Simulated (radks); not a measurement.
The numbers below are computed, except where a source is named.
Q: Code: a radial shooting solver on a logarithmic mesh with Libxc functionals. Model: scalar-relativistic Kohn-Sham, SCAN, spin-polarised, spherical densities, finite nucleus; open shells are filled with parallel spins first; meta-GGA in the generalised Kohn-Sham scheme; Fermi nuclear charge, rms radius of each element as measured or else 0.836 A^(1/3) + 0.57 fm. Each species is in its NIST ground configuration. Rank Cu, Cr, Sc by radius at which the density is 0.001 e/bohr^3 (bohr), largest first.

A: Sc 5.00, Cr 4.38, Cu 4.07.
